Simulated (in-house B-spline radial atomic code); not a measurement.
Ionisation energies along the 50-electron series, configuration [Kr] 4d10 5s2 5p2, as differences of self-consistent energies. Dirac energy differences include first-order Breit, QED and recoil terms. NIST's values go from ground level to ground level; the uncertainty of those that are theory runs from under 0.1 % in few-electron ions to several per cent in heavy many-electron ones. Computed with a radial B-spline atomic code at the basis-set limit: Dirac-Hartree-Fock, average of the configuration, finite nuclei.

| ion | configuration after | ionisation energy (eV) | IE/(q+1)² (eV) | Breit and QED recoil part (eV) | tabulated value (eV) | tabulated kind | computed minus tabulated (eV) |
| --- | --- | --- | --- | --- | --- | --- | --- |
| Sn | [Kr] 4d10 5s2 5p1 | 6.37 | 6.3658 | -0.0014839 | 7.343918 | measured | -0.98 |
| Sb+ | [Kr] 4d10 5s2 5p1 | 15.40 | 3.8504 | -0.0062157 | 16.626 | measured | -1.22 |
| Te2+ | [Kr] 4d10 5s2 5p1 | ? | ? | ? | ? | measured | ? |
| I3+ | [Kr] 4d10 5s2 5p1 | 38.73 | 2.4207 | -0.018928 | 40.357 | measured | -1.63 |
| Xe4+ | [Kr] 4d10 5s2 5p1 | 52.67 | 2.1069 | -0.026883 | 54.1 | semi-empirical | -1.43 |
| Cs5+ | [Kr] 4d10 5s2 5p1 | ? | ? | ? | ? | tabulated theory | ? |
| Ba6+ | [Kr] 4d10 5s2 5p1 | 84.70 | 1.7287 | -0.046187 | 86 | tabulated theory | -1.30 |
| La7+ | [Kr] 4d10 5s2 5p1 | 102.71 | 1.6048 | -0.057632 | 105 | tabulated theory | -2.29 |
| Ce8+ | [Kr] 4d10 5s2 5p1 | 122.00 | 1.5062 | -0.070343 | 125 | tabulated theory | -3.00 |

(1) Fill in the row of Te2+.

(2) Fill in the row of Cs5+.

Where a p, d or f electron is removed, the computed value is a mean over both j, so it misses the tabulated one by a part of the spin-orbit splitting; averaging over terms and missing correlation add to the gap, relatively most at low charge.

Results:

(1) ionisation energy (eV): 26.27; IE/(q+1)² (eV): 2.9185; Breit and QED recoil part (eV): -0.012047; tabulated value (eV): 27.84; computed minus tabulated (eV): -1.57.

(2) ionisation energy (eV): 68.01; IE/(q+1)² (eV): 1.8893; Breit and QED recoil part (eV): -0.035955; tabulated value (eV): 69.1; computed minus tabulated (eV): -1.09.
